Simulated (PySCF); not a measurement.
C4H5 (SMILES [CH]=C1CC1), doublet, at a GFN2-xTB geometry, atoms displaced at random by about 0.02 Å a coordinate; PBE/STO-3G in PySCF.

PySCF was given this input:
```python
from pyscf import gto, scf, dft
from pyscf.geomopt import geometric_solver

mol = gto.Mole()
mol.atom = '''
    C     0.001862    0.048072    0.412838
    C    -0.008258   -0.782998   -0.809707
    C     0.017655    0.699374   -0.950406
    C    -0.013076    0.041882    1.675701
    H    -0.924220   -1.346651   -1.088268
    H     0.917143   -1.327836   -1.088213
    H     0.937951    1.166551   -1.204417
    H    -0.905049    1.185445   -1.211890
    H    -0.017912    0.688802    2.522865
'''
mol.basis = 'sto-3g'
mol.charge = 0
mol.spin = 1
mol.verbose = 3
mol.build()

def method(m):
    mf = dft.UKS(m)
    mf.xc = 'pbe'
    return mf

conv, mol_eq = geometric_solver.kernel(method(mol), maxsteps=100, coordsys='hdlc')
print('optimisation converged:', conv)
print(mol_eq.tostring(format='xyz'))
mf = method(mol_eq)
mf.kernel()
```

### Question
Write the output that PySCF gives for this input, abridged.

### Answer

```
Custom engine selected.
Bonds will be generated from interatomic distances less than 1.20 times sum of covalent radii
27 internal coordinates being used (instead of 27 Cartesians)
Internal coordinate system (atoms numbered from 1):
Distance 1-2
Distance 1-3
Distance 1-4
Distance 2-3
Distance 2-5
Distance 2-6
Distance 3-7
Distance 3-8
Distance 4-9
Angle 2-1-4
Angle 3-1-4
Angle 1-2-3
Angle 1-2-5
Angle 1-2-6
Angle 3-2-5
Angle 3-2-6
Angle 5-2-6
Angle 1-3-2
Angle 1-3-7
Angle 1-3-8
Angle 2-3-8
Angle 7-3-8
Angle 1-4-9
Out-of-Plane 1-2-3-4
Out-of-Plane 3-2-7-8
Dihedral 3-1-2-5
Dihedral 3-1-2-6
Dihedral 4-1-2-3
Dihedral 4-1-2-5
Dihedral 4-1-2-6
Dihedral 2-1-3-7
Dihedral 2-1-3-8
Dihedral 4-1-3-2
Dihedral 4-1-3-7
Dihedral 4-1-3-8
Dihedral 2-1-4-9
Dihedral 3-1-4-9
Dihedral 1-2-3-7
Dihedral 1-2-3-8
Dihedral 5-2-3-1
Dihedral 5-2-3-7
Dihedral 5-2-3-8
Dihedral 6-2-3-1
Dihedral 6-2-3-7
Dihedral 6-2-3-8
Cartesian-X 1
Cartesian-X 2
Cartesian-X 3
Cartesian-X 4
Cartesian-X 5
Cartesian-X 6
Cartesian-X 7
Cartesian-X 8
Cartesian-X 9
Cartesian-Y 1
Cartesian-Y 2
Cartesian-Y 3
Cartesian-Y 4
Cartesian-Y 5
Cartesian-Y 6
Cartesian-Y 7
Cartesian-Y 8
Cartesian-Y 9
Cartesian-Z 1
Cartesian-Z 2
Cartesian-Z 3
Cartesian-Z 4
Cartesian-Z 5
Cartesian-Z 6
Cartesian-Z 7
Cartesian-Z 8
Cartesian-Z 9
<class 'geometric.internal.Distance'> : 9
<class 'geometric.internal.Angle'> : 14
<class 'geometric.internal.OutOfPlane'> : 2
<class 'geometric.internal.Dihedral'> : 20
<class 'geometric.internal.CartesianX'> : 9
<class 'geometric.internal.CartesianY'> : 9
<class 'geometric.internal.CartesianZ'> : 9
> ===== Optimization Info: ====
> Job type: Energy minimization
> Maximum number of optimization cycles: 100
> Initial / maximum trust radius (Angstrom): 0.100 / 0.300
> Convergence Criteria:
> Will converge when all 5 criteria are reached:
>  |Delta-E| < 1.00e-06
>  RMS-Grad  < 3.00e-04
>  Max-Grad  < 4.50e-04
>  RMS-Disp  < 1.20e-03
>  Max-Disp  < 1.80e-03
> === End Optimization Info ===

Geometry optimization cycle 1
Cartesian coordinates (Angstrom)
 Atom        New coordinates             dX        dY        dZ
   C   0.001862   0.048072   0.412838    0.000000  0.000000  0.000000
   C  -0.008258  -0.782998  -0.809707    0.000000  0.000000  0.000000
   C   0.017655   0.699374  -0.950406    0.000000  0.000000  0.000000
   C  -0.013076   0.041882   1.675701    0.000000  0.000000  0.000000
   H  -0.924220  -1.346651  -1.088268    0.000000  0.000000  0.000000
[...]
converged SCF energy = -153.16688831187  <S^2> = 0.76162272  2S+1 = 2.0115891
Step    2 : Displace = 1.238e-02/1.663e-02 (rms/max) Trust = 1.414e-01 (+) Grad = 2.333e-03/5.166e-03 (rms/max) E (change) = -153.1668883119 (-6.096e-04) Quality = 1.341
converged SCF energy = -153.167085526533  <S^2> = 0.76172817  2S+1 = 2.011694
Step    3 : Displace = 1.064e-02/1.912e-02 (rms/max) Trust = 2.000e-01 (+) Grad = 1.360e-03/2.435e-03 (rms/max) E (change) = -153.1670855265 (-1.972e-04) Quality = 1.254
converged SCF energy = -153.167144508267  <S^2> = 0.76171187  2S+1 = 2.0116778
Step    4 : Displace = 6.813e-03/1.493e-02 (rms/max) Trust = 2.828e-01 (+) Grad = 9.109e-04/1.580e-03 (rms/max) E (change) = -153.1671445083 (-5.898e-05) Quality = 1.421
converged SCF energy = -153.167184031121  <S^2> = 0.76167269  2S+1 = 2.0116388
Step    5 : Displace = 7.711e-03/1.687e-02 (rms/max) Trust = 3.000e-01 (+) Grad = 8.481e-04/1.653e-03 (rms/max) E (change) = -153.1671840311 (-3.952e-05) Quality = 1.380
converged SCF energy = -153.167207739059  <S^2> = 0.76165135  2S+1 = 2.0116176
Step    6 : Displace = 6.919e-03/1.422e-02 (rms/max) Trust = 3.000e-01 (=) Grad = 7.652e-04/1.667e-03 (rms/max) E (change) = -153.1672077391 (-2.371e-05) Quality = 1.399
converged SCF energy = -153.167219320742  <S^2> = 0.76165139  2S+1 = 2.0116176
Step    7 : Displace = 4.930e-03/9.146e-03 (rms/max) Trust = 3.000e-01 (=) Grad = 3.807e-04/7.493e-04 (rms/max) E (change) = -153.1672193207 (-1.158e-05) Quality = 1.245
converged SCF energy = -153.167221441517  <S^2> = 0.76165821  2S+1 = 2.0116244
Step    8 : Displace = 1.102e-03/1.577e-03 (rms/max) Trust = 3.000e-01 (=) Grad = 1.158e-04/2.157e-04 (rms/max) E (change) = -153.1672214415 (-2.121e-06) Quality = 1.226
[...]
[...]
Geometry optimization cycle 10
Cartesian coordinates (Angstrom)
 Atom        New coordinates             dX        dY        dZ
   C  -0.002192  -0.020021   0.433951   -0.000258 -0.000047  0.000071
   C   0.000106  -0.830744  -0.841858   -0.000156 -0.000117 -0.000042
   C   0.009697   0.711699  -0.906407   -0.000096  0.000119 -0.000158
   C  -0.012725   0.002661   1.739667    0.000048  0.000430  0.000087
   H  -0.928909  -1.355166  -1.127711    0.000060 -0.000396 -0.000376
   H   0.925330  -1.366664  -1.118566    0.000110  0.000143  0.000190
   H   0.943043   1.215872  -1.212898    0.000071 -0.000168 -0.000261
   H  -0.913960   1.227248  -1.223121   -0.000012  0.000307 -0.000248
   H  -0.014344   0.788632   2.515848    0.000225 -0.000219  0.000815
converged SCF energy = -153.167221806026  <S^2> = 0.76166129  2S+1 = 2.0116275
--------------- UKS_Scanner gradients ---------------
         x                y                z
0 C     0.0000838232     0.0000618450    -0.0000020521
1 C     0.0000217216    -0.0000431632    -0.0000000875
2 C    -0.0000296917     0.0000463648    -0.0000774460
3 C    -0.0000450805    -0.0000601558     0.0000322965
4 H    -0.0000082994     0.0000103102     0.0000251398
5 H    -0.0000094051    -0.0000209231    -0.0000285714
6 H     0.0000370488    -0.0000072419     0.0000285589
7 H    -0.0000345626    -0.0000117604     0.0000327617
8 H    -0.0000149546     0.0000212054    -0.0000157482
----------------------------------------------
cycle 10: E = -153.167221806  dE = -3.64508e-07  norm(grad) = 0.000191393
Step    9 : Displace = 4.403e-04/8.723e-04 (rms/max) Trust = 3.000e-01 (=) Grad = 6.380e-05/1.042e-04 (rms/max) E (change) = -153.1672218060 (-3.645e-07) Quality = 1.288
[...]
Converged! =D

optimisation converged: True
9
XYZ from PySCF
C          -0.00219227       -0.02002100        0.43395117
C           0.00010618       -0.83074366       -0.84185840
C           0.00969698        0.71169858       -0.90640664
C          -0.01272504        0.00266082        1.73966736
H          -0.92890883       -1.35516638       -1.12771099
H           0.92532966       -1.36666422       -1.11856646
H           0.94304252        1.21587183       -1.21289784
H          -0.91395958        1.22724773       -1.22312070
H          -0.01434430        0.78863156        2.51584803

converged SCF energy = -153.167221806002  <S^2> = 0.76166133  2S+1 = 2.0116275
```
